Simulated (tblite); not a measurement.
C₇H₃F₃.
Numbering: `[CH:1]#[C:2][C:3]#[C:4]/[CH:5]=[CH:6]/[C:7]([F:8])([F:9])[F:10]` (hydrogens: H11 on C1; H12 on C5; H13 on C6)

Computed with GFN2-xTB (tblite), gas phase: Langevin dynamics at 400 K from the optimised GFN2-xTB geometry, time step 0.5 fs, friction 0.01 fs⁻¹, 2000 steps.

Start geometry:
```
atom  x, y, z in Å
C1      4.594   -0.834   -0.003
C2      3.418   -0.577   -0.080
C3      2.098   -0.290   -0.169
C4      0.914   -0.039   -0.244
C5     -0.444    0.276   -0.354
C6     -1.405   -0.392    0.288
C7     -2.849   -0.041    0.161
F8     -3.080    0.986   -0.670
F9     -3.393    0.297    1.346
F10    -3.580   -1.075   -0.298
H11     5.616   -1.057    0.065
H12    -0.688    1.109   -1.003
H13    -1.206   -1.226    0.943
```

The statistics below take the 31 frames saved every 25 fs from 250 to 1000 fs; their kinetic temperature (all 3N coordinates) averages 388 K.

**Question.** Give the mean, spread and extremes of the bond lengths.

**Answer.** 
| bond | start (Å) | mean (Å) | standard deviation (Å) | shortest (Å) | longest (Å) |
| --- | --- | --- | --- | --- | --- |
| C1≡C2 | 1.206 | 1.211 | 0.014 | 1.175 | 1.249 |
| C2–C3 | 1.354 | 1.366 | 0.030 | 1.308 | 1.434 |
| C3≡C4 | 1.213 | 1.217 | 0.014 | 1.191 | 1.248 |
| C4–C5 | 1.398 | 1.394 | 0.028 | 1.351 | 1.455 |
| C5=C6 | 1.335 | 1.339 | 0.036 | 1.279 | 1.450 |
| C6–C7 | 1.491 | 1.498 | 0.038 | 1.427 | 1.585 |
| C7–F8 | 1.341 | 1.349 | 0.037 | 1.278 | 1.445 |
| C7–F9 | 1.348 | 1.351 | 0.030 | 1.283 | 1.421 |
| C7–F10 | 1.347 | 1.358 | 0.034 | 1.266 | 1.437 |
| C1–H11 | 1.049 | 1.053 | 0.026 | 1.010 | 1.110 |
| C5–H12 | 1.084 | 1.091 | 0.029 | 1.030 | 1.158 |
| C6–H13 | 1.079 | 1.087 | 0.039 | 1.029 | 1.175 |

**Question.** How far does each atom move about its mean position (frames aligned on the start, all atoms weighted alike), and what rms force does it feel?

**Answer.** 
| atom | rms displacement (Å) | rms force (eV/Å) |
| --- | --- | --- |
| C1 | 0.16 | 1.79 |
| C2 | 0.15 | 1.89 |
| C3 | 0.25 | 1.72 |
| C4 | 0.23 | 1.89 |
| C5 | 0.28 | 2.64 |
| C6 | 0.32 | 2.59 |
| C7 | 0.11 | 1.84 |
| F8 | 0.88 | 1.45 |
| F9 | 0.89 | 1.14 |
| F10 | 0.99 | 1.40 |
| H11 | 0.31 | 0.99 |
| H12 | 0.81 | 1.01 |
| H13 | 0.89 | 1.29 |

The displacements run from 0.11 to 0.99 Å, the largest at F10.

**Question.** Follow the torsion C5–C6–C7–F8 through every second one of these frames.

**Answer.** 
```tsv
t (fs)	C5–C6–C7–F8 (°)
250	113
300	143
350	155
400	167
450	180
500	-179
550	-172
600	174
650	156
700	159
750	158
800	180
850	-175
900	-175
950	180
1000	-173
```

Largest departure from the start value over all these frames: C5–C6–C7–F8 180° (start 1°).

The run is classical and short, so these are rough statistics of one trajectory.

The cost below is that of the whole dynamics run. Time: 19 s of wall time; peak memory 0.18 GiB. Hardware: one thread of an Arm Neoverse N1, shared host with 64 logical CPUs at a one-minute load of 54.
